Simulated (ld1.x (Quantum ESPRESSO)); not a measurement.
What one change does to a pseudopotential (N, PAW)

ld1.x (Quantum ESPRESSO) 7.5 input, shortened:

```
&input
   title='N', zed=7., rel=1, dft='PW91', iswitch=3,
   config='[He] 2s1.5 2p3.5 3d-2'
 /
 &inputp
   pseudotype=3, lpaw=.true., tm=.true., lloc=2,
   nlcc=.true., new_core_ps=.true.,
   which_augfun='PSQ', rmatch_augfun_nc=.true.
 /
5
2S  1  0   1.50   0.00  0.95  1.00  0.0
2S  1  0   0.00   0.30  0.95  1.00  0.0
2P  2  1   3.50   0.00  1.30  1.55  0.0
2P  2  1   0.00   0.65  1.30  1.55  0.0
3D  3  2  -2.00  -0.15  1.80  1.80  0.0
 &test
   configts(1)='2s1.5 2p3.5'
 /
```

All-electron outer shells of the reference configuration (PW91, scalar-relativistic, ld1.x):

```tsv
shell	level (eV)	outermost node (bohr)	outermost maximum (bohr)
1s	-385.49	–	0.15
2s	-18.85	0.32	1.02
2p	-7.37	–	0.97
```

Change: waves 2p (bound): rcut 1.30, rcutus 2.08 bohr; 2p channel at 0.65 Ry: rcut 1.30, rcutus 2.08 bohr.

Cutoffs: the cutoffs (Ry, on a coarse ladder) from which the occupation-weighted sum of valence levels, in a spherical-Bessel basis at the reference potential, stays within 10 and 1 mRy of its value at 400 Ry; they do not see the model core or the augmentation charge, which bear on the density cutoff. Errors are all-electron minus pseudo energies relative to the spin-unpolarised reference configuration.

**Question.** How do hardness, ghosts and transferability respond?

**Answer.** The potential gets softer (30 Ry and 45 Ry → 15 Ry and 35 Ry); of the 7 tests that both files solve, the error grows in 3 and shrinks in 2 by more than 15 % and 0.3 meV (median size 0.8 → 5.0 meV); neither file shows a bound ghost. A larger radius leaves more room for a smooth pseudo-wave, so fewer plane waves are needed.

| quantity | base | changed |
| --- | --- | --- |
| cutoff, loose | 30 Ry | 15 Ry |
| cutoff, tight | 45 Ry | 35 Ry |
| loose cutoff by channel (10 mRy a level) | s 10 Ry, p 25 Ry | s 10 Ry, p 12 Ry |
| bound ghosts | none | none |
| error for 2s2 2p3, meV [ΔE -5.74 eV] | +0.1 | -0.1 |
| error for 2s2 2p2, meV [ΔE 7.93 eV] | -0.6 | -5.0 |
| error for 2s2 2p1, meV [ΔE 36.89 eV] | -6.9 | -25 |
| error for 2s1 2p0, meV [ΔE 161.98 eV] | -46 | -34 |
| error for 2s1 2p4, meV [ΔE 5.75 eV] | -0.1 | -0.1 |
| error for 2s2 2p0, meV [ΔE 84.08 eV] | -20 | -9.8 |
| error for 2s0 2p5, meV [ΔE 17.25 eV] | -0.8 | -1.2 |
| lowest overlap eigenvalue by channel | s 0.55, p 0.97 | s 0.55, p 0.44 |
